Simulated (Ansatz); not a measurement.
A nudged elastic band was laid between two geometries of C2H6AlFS (11 atoms, charge 0, multiplicity 1).

These are results of RKS r2SCAN/def2-SVP (Ansatz), not measurements.

- movable images: 5
- climbing image: yes
- spring: 5.0 eV/Å²
- optimiser: quadratic models (default)
- start path: IDPP
- force threshold: 0.05 eV/Å
- iteration limit: 60
- end points: relaxed

Initial state:

```xyz
11
Properties=species:S:1:pos:R:3
F -0.795 1.755 -0.960
C -0.018 0.431 1.461
C 0.048 -0.839 1.018
Al 0.395 0.569 -1.054
S -0.109 -1.179 -2.307
H 0.887 1.003 1.696
H -0.975 0.945 1.594
H -0.851 -1.426 0.808
H 1.005 -1.361 0.902
H 1.914 0.963 -0.888
H -1.436 -0.919 -2.248
```

Final state:

```xyz
11
Properties=species:S:1:pos:R:3
F 0.374 2.123 -0.713
C -0.136 0.385 1.450
C 0.515 -0.730 1.072
Al 0.221 0.497 -1.112
S -1.801 -0.113 -1.751
H 0.392 1.252 1.856
H -1.225 0.467 1.350
H -0.028 -1.599 0.679
H 1.600 -0.830 1.183
H 1.497 -0.296 -1.608
H -1.342 -1.214 -2.386
```

**Question.** What changes between the two ends?

**Answer.** No bond is made or broken. The dihedral F1–Al4–S5–H11 goes from -19 to 159°.

**Question.** Give the energies along the band, and the barrier.

**Answer.** The forces met the threshold. The highest image is number 3 of 0 to 6, 5.2 kcal/mol above the first end and 4.5 kcal/mol above the last; the last end lies 0.7 kcal/mol above the first. The profile has 2 maxima (images 3, 5) with wells between them (image 4): this band takes more than one step, which may be the mechanism or a detour left from its start path. A structure lower than the last end lies on the path between it and the top, so the climb from that side starts below the end, which may itself be a saddle point or a shallow side well. A vibrational analysis at the climbing image gives one clearly imaginary mode, 287i cm⁻¹: a first-order saddle point.

```
image  path coordinate (Å)  energy (kcal/mol)  dihedral F1–Al4–S5–H11 (°)
    0                 0.00                0.0                         -19
    1                 0.55                0.6                         -40
    2                 1.10                3.3                         -73
    3                 1.65                5.2                        -108
    4                 3.13                0.5                         166
    5                 4.62                1.1                         165
    6                 6.11                0.7                         159
```

**Question.** What is the geometry of the highest image?

**Answer.** 
```xyz
11
Properties=species:S:1:pos:R:3
F -0.308 2.083 -0.919
C -0.094 0.479 1.397
C -0.214 -0.774 0.919
Al 0.496 0.615 -1.087
S -0.379 -0.820 -2.546
H 0.881 0.897 1.669
H -0.963 1.131 1.523
H -1.197 -1.196 0.686
H 0.654 -1.436 0.817
H 2.049 0.657 -0.800
H -0.858 -1.692 -1.636
```

Run time: 6.4 min on 2 threads of Arm Neoverse V1, on a shared host, peak memory 0.17 GiB.
